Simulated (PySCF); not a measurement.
**Structure revision by computed shifts**

A compound C6H6O2 gives the data below (simulated from a calculation) and was assigned the structure `CC(=O)OC=C1C=C1`.

13C{1H} NMR (computed): δ 171.8 (C), 139.6 (CH), 132.7 (CH), 108.8 (CH), 84.8 (C), 53.5 (CH3).

1H NMR (500 MHz, computed): δ 6.45 (m, 1H), 6.38 (m, 1H), 3.91 (s, 3H), 3.85 (d, 1H).

- structure optimised with GFN2-xTB
- GIAO PBE0/pcSseg-1 shieldings
- code: PySCF
- no relativistic terms, one computed conformer, rapidly exchanging positions averaged, gas phase

Referencing at the same level of theory: TMS for 1H (σ = 31.72 ppm), 13C (σ = 186.93 ppm).

Q: Compare with the shifts computed for the proposed structure, pairing carbons in order of shift.

A: Mapped SMILES: `[CH3:1][C:2](=[O:3])[O:4][CH:5]=[C:6]1[CH:7]=[CH:8]1`; H(Xn) means a hydrogen on atom n.

```csv
atom,computed for proposal,given list,difference
C2,174.3,171.8,+2.5
C7,145.1,139.6,+5.5
C8,131.8,132.7,-0.9
C6,112.9,108.8,+4.1
C5,108.9,84.8,+24.1
C1,23.9,53.5,-29.6
```

The rms difference is 15.9 ppm and the largest -29.6 ppm at C1 (methyl carbon α to a carbonyl). The carbon types in order of shift don't match either: C, CH, CH, C, CH, CH3 for the proposal against C, CH, CH, CH, C, CH3 in the data. The proposal doesn't fit.

Q: Which isomer fits?

A: SMILES C#C/C=C\C(=O)OC.

Carbon types of the structure: 2 × C, 3 × CH, 1 × CH3, which accounts for all hydrogens. δC 171.8: ester carbonyl carbon; lone-pair donation from the attached heteroatom keeps it upfield of a ketone carbonyl. δC 139.6: α carbon of a C=C–C=O unit; as expected for a trigonal carbon in a double bond. δC 132.7: β carbon of a C=C–C=O unit; conjugation with the carbonyl draws π density from the β position. δC 84.8: alkyne carbon; the triple bond shields along its axis, which puts it between sp3 and sp2 carbons.

Other isomers checked: C=Cc1ccc(O)o1 (rms 19.4 ppm); Cc1cccc(=O)o1 (rms 20.0 ppm).

The data come from this structure; uniqueness wasn't tested.

Shifts are as computed. Against solution values, carbons near 30 ppm lie about +3 ppm off and those near 130 ppm about +5 ppm. Of 1211 compounds with measured shifts, 218 miss one by over three times the rms of a fit or turn the order of signals round; such compounds aren't used in these exercises. Multiplicities follow the n + 1 count of equivalent neighbours, as no J values were calculated; m marks all less simple cases, F and P coupling included.
